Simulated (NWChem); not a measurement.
Molecule: GeCl₂, singlet; SMILES [Cl][Ge][Cl]

All runs: NWChem. Low-valent species are run as closed-shell singlets; no triplet was tried in these runs. All runs use the structure optimised with PBE0/def2-SVP.

Diagonal of the polarisability tensor at PBE/def2-SVPD, static: 80.06, 45.95, 62.49 bohr³.

Problem. Find the mean polarisability volume, the molar refraction, and the refractive index that an ideal gas of it would have at 273.15 K and 1 atm.

Solution. 
1. Mean: one third of the trace = 62.84 bohr³ × 0.14818 Å³/bohr³ = 9.31 Å³.
2. Molar refraction (Lorentz-Lorenz): (4π/3) N_A α = 23.5 cm³/mol.
3. Number density p/kT = 2.687 × 10⁻⁵ Å⁻³; n − 1 = 2π N α = 15.72 × 10⁻⁴.
4. These hold the electronic response alone: vibrational and orientational terms add to the static dielectric constant.
